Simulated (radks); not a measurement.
Species: Zr31+. Configuration: [He] 2s2 2p5 (the NIST ground configuration). Calculated with a radial shooting solver on a logarithmic mesh with Libxc functionals: scalar-relativistic Kohn-Sham, exchange-only LDA, spin-polarised, spherical densities, point nucleus; open shells are filled with parallel spins first (spin-orbit coupling, left out, can overturn this in heavy ions).

Normalised radial functions P(r) = r R(r), r in bohr:

r,2p down,3s down
0.003731,0.0279,0.2998
0.005179,0.0504,0.3853
0.00719,0.0906,0.4822
0.009981,0.1611,0.5804
0.01385,0.2815,0.6582
0.01923,0.4792,0.6776
0.0267,0.7857,0.5834
0.03706,1.2217,0.3164
0.05145,1.7655,-0.1460
0.07085,2.2954,-0.7003
0.09836,2.6249,-1.1054
0.1365,2.4930,-0.9384
0.1895,1.8380,0.0204
0.2631,0.9568,1.3112
0.3653,0.3075,1.8832
0.5071,0.0506,1.2995
0.7039,0.0033,0.4318
0.9771,0.0001,0.0577

2p down: eigenvalue -3890.3 eV, 0 radial nodes, <r> = 0.137 bohr, 90 % of the charge inside 0.222 bohr. 3s down (empty): eigenvalue -1683.3 eV, 2 radial nodes at r = 0.0470, 0.189 bohr, <r> = 0.378 bohr, 90 % of the charge inside 0.548 bohr.
